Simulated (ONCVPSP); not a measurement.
## technetium (Tc), ONCV: configuration errors across variants

| Property | Result |
| --- | --- |
| Element | Tc |
| Generator | ONCVPSP 4.0.1 |
| Type | optimised norm-conserving Vanderbilt (ONCV) |
| Functional | PBE |
| Relativity | scalar-relativistic |
| Frozen core | [Ar] 3d10 |
| Valence charge | 15 |
| Reference configuration | 4s2 4p6 4d5 5s0.5 (charge +1.5) |
| Partial waves | 4s+5s: rc 1.75 bohr, ncon 4, nbas 8, qcut 8.8 1/bohr, 2 projectors; 4p: rc 1.95 bohr, ncon 4, nbas 9, qcut 6.7 1/bohr, 2 projectors, debl 3.1 Ha; 4d: rc 2.45 bohr, ncon 4, nbas 9, qcut 5.4 1/bohr, 3 projectors, debl 1.9 Ha |
| Local potential | polynomial inside 1.45 bohr (lpopt 3, dvloc0 0 Ha) |
| Core correction | Teter function fitted to the true core (icmod 2), fcfact 0.2 |

All-electron excitation energies from the reference (eV): (1) 4s2 4p6 4d5 5s2 -14.702; (2) 4s2 4p6 4d5 5s1 -6.548; (3) 4s2 4p6 4d5 5s0 8.304; (4) 4s2 4p6 4d4 5s2 -3.059.

Errors AE − PS in meV (a dash: test not solved or not reliable):

```csv
change,(1),(2),(3),(4),bound ghosts,GHOST(+) flags above zero
base,+0.2,+0.3,-2.6,+68,none,none
"all radii but the core radius scaled by about 0.80 (s 1.40, p 1.56, d 1.96 bohr); local potential polynomial inside 1.16 bohr (lpopt 3, dvloc0 0 Ha)",+3.2,+1.0,-1.1,+25,none,s
"all radii but the core radius scaled by about 0.87 (s 1.52, p 1.68, d 2.12 bohr); local potential polynomial inside 1.26 bohr (lpopt 3, dvloc0 0 Ha)",+2.9,+0.9,-1.3,+37,none,s
"all radii but the core radius scaled by about 0.97 (s 1.70, p 1.88, d 2.38 bohr); local potential polynomial inside 1.40 bohr (lpopt 3, dvloc0 0 Ha)",+1.1,+0.5,-2.2,+61,none,none
"all radii but the core radius scaled by about 1.04 (s 1.82, p 2.02, d 2.54 bohr); local potential polynomial inside 1.50 bohr (lpopt 3, dvloc0 0 Ha)",-1.4,-0.1,-3.1,+77,none,"s, d"
"all radii but the core radius scaled by about 1.22 (s 2.14, p 2.38, d 3.00 bohr); local potential polynomial inside 1.78 bohr (lpopt 3, dvloc0 0 Ha)",-14,-2.6,-7.4,+129,none,none
"all radii but the core radius scaled by about 1.30 (s 2.28, p 2.54, d 3.20 bohr); local potential polynomial inside 1.90 bohr (lpopt 3, dvloc0 0 Ha)",-24,-4.4,-9.9,+145,none,none
```

(1) Give the same row for: all radii but the core radius scaled by about 1.12 (s 1.96, p 2.18, d 2.74 bohr); local potential polynomial inside 1.62 bohr (lpopt 3, dvloc0 0 Ha).

Results:

(1) -5.2, -0.8, -4.6, +97; bound ghosts: none; GHOST(+) flags above zero: none.
